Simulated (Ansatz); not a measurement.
Consider the ligand exchange at the Si–O bond: `C=CCO[SiH3]` + `OB(S)Cl` → `[SiH3]OB(S)Cl` + `C=CCO`.

Program: Ansatz. Geometries: PBE0-D4/def2-TZVP. ΔE: electronic, gas phase. CCSD(T)/CBS adds triple-zeta CCSD(T) − MP2 to the extrapolated MP2 energy (def2 sets, frozen cores). Functionals use def2-TZVPP. HSE06 is defined as in plane-wave codes. Each species was taken in one conformer, which may not be the lowest.

`C=CCO[SiH3]`:

Cartesian coordinates in Å:
```
C 0.373 -0.332 2.536
C 0.824 -0.351 1.292
C 0.186 0.382 0.163
O -0.024 -0.504 -0.920
Si -0.722 -0.021 -2.326
H 0.885 -0.857 3.335
H -0.526 0.213 2.803
H 1.719 -0.913 1.036
H 0.841 1.206 -0.158
H -0.763 0.825 0.494
H 0.067 1.072 -2.962
H -2.101 0.490 -2.085
H -0.760 -1.210 -3.208
```

`OB(S)Cl`:

Z-matrix (Å, degrees):
```
B
S 1 1.800
Cl 1 1.770 2 117.6
O 1 1.348 2 121.5 3 180.0
H 2 1.344 1 94.9 3 -180.0
H 4 0.962 1 113.2 2 -180.0
```

`[SiH3]OB(S)Cl`:

```xyz
9

Si   -1.484   -0.622   -0.372
O    -0.020   -0.671    0.400
B     1.089    0.074    0.504
S     1.236    1.663   -0.357
Cl    2.411   -0.530    1.506
H    -1.483   -1.669   -1.420
H    -2.527   -0.901    0.640
H    -1.695    0.716   -0.980
H     2.473    1.940    0.078
```

`C=CCO`:

Z-matrix (Å, degrees):
```
C
C 1 1.492
O 1 1.415 2 112.1
H 1 1.099 2 109.9 3 -124.6
H 1 1.094 2 110.3 3 117.1
C 2 1.326 1 124.1 3 122.6
H 2 1.088 1 115.7 3 -56.1
H 3 0.961 1 107.6 2 -55.7
H 6 1.086 2 121.2 1 0.9
H 6 1.084 2 121.9 1 -179.7
```

(1) Is it downhill or uphill in electronic energy at CCSD(T)/CBS, and by how much? (An estimate is asked.)

(2) What do these levels give: revPBE-D4, B97M-V, r2SCANh-D4, r2SCAN0-D4, HSE06-D4, CCSD/def2-SVP, CCSD(T)/def2-SVP, SCS-MP2/def2-TZVPP, CCSD/def2-TZVPP, HF/def2-QZVPP, MP2/def2-QZVPP, HF/CBS(def2)? (An estimate is asked.)

Largest T1 diagnostic among the species: 0.012.

## Answers

(1) Computed: Nearly level: ΔE = -0.3 kcal/mol.

(2) Computed: revPBE-D4 0.2, B97M-V 0.4, r2SCANh-D4 0.0, r2SCAN0-D4 -0.1, HSE06-D4 -0.1, CCSD/def2-SVP 1.3, CCSD(T)/def2-SVP 1.4, SCS-MP2/def2-TZVPP 0.0, CCSD/def2-TZVPP 0.0, HF/def2-QZVPP -0.4, MP2/def2-QZVPP -0.2, HF/CBS(def2) -0.4 kcal/mol.

At CCSD(T), def2-SVP lies +1.7 kcal/mol from the extrapolated value and def2-TZVPP +0.3 kcal/mol. Leaving LDA and LC-ωPBE aside and taking each functional with its dispersion term where it has one, the values, not all of them listed here, spread over 1.1 kcal/mol, from BHLYP-D4 to B97M-V.
